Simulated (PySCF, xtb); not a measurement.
C3H4BNO2, SMILES O=C1CB(O)C=N1.

GFN2-xTB run with xtb at its own geometry gives an orbital gap of 1.67 eV and a dipole moment of 6.08 D.

Geometry optimised at PBE0-D3(BJ)/def2-SVP. The structure was generated by enumeration, and PubChem lists no compound with its InChIKey, so it may never have been made. Other conformers were not sampled.

Question: What does M06-2X/def2-TZVP in PySCF give? (Estimate from the structure and the level; the computed values follow.)

Answer: gap 7.13 eV (levels -8.74 and -1.61 eV), dipole 5.20 D.
